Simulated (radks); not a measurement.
Task: The mean radii <r> (bohr) of the occupied orbitals of an atom or ion are listed with their occupations. All-electron calculation, scalar-relativistic Kohn-Sham, Slater X-alpha with alpha = 0.98, spin-polarised, spherical densities, finite nucleus; Fermi nuclear charge, rms radius of each element as measured or else 0.836 A^(1/3) + 0.57 fm. Program: a radial shooting solver on a logarithmic mesh with Libxc functionals.

| orbital | occ. | <r> |
|---|---|---|
| 1s up | 1 | 0.04021 |
| 1s down | 1 | 0.04021 |
| 2s up | 1 | 0.1770 |
| 2s down | 1 | 0.1770 |
| 2p up | 3 | 0.1540 |
| 2p down | 3 | 0.1540 |
| 3s up | 1 | 0.5055 |
| 3s down | 1 | 0.5055 |
| 3p up | 3 | 0.5115 |
| 3p down | 3 | 0.5115 |
| 3d up | 5 | 0.5123 |
| 3d down | 5 | 0.5123 |
| 4s up | 1 | 1.417 |
| 4s down | 1 | 1.412 |
| 4p up | 3 | 1.660 |
| 4p down | 3 | 1.638 |
| 5s up | 1 | 4.630 |

Name the element and its charge. Open shells, if any, are filled with parallel spins first.

Result: Z = 37, rubidium, charge 0: Rb in [Kr] 5s1. The 1s radius gives Z: for a bare nucleus <r> = (2 gamma + 1)/(2Z) with gamma = sqrt(1 - (Z/c)^2), 0.03954 bohr for Z = 37, and screening makes it slightly larger (0.04021 here). The occupations add up to 37, and the charge is Z minus that.
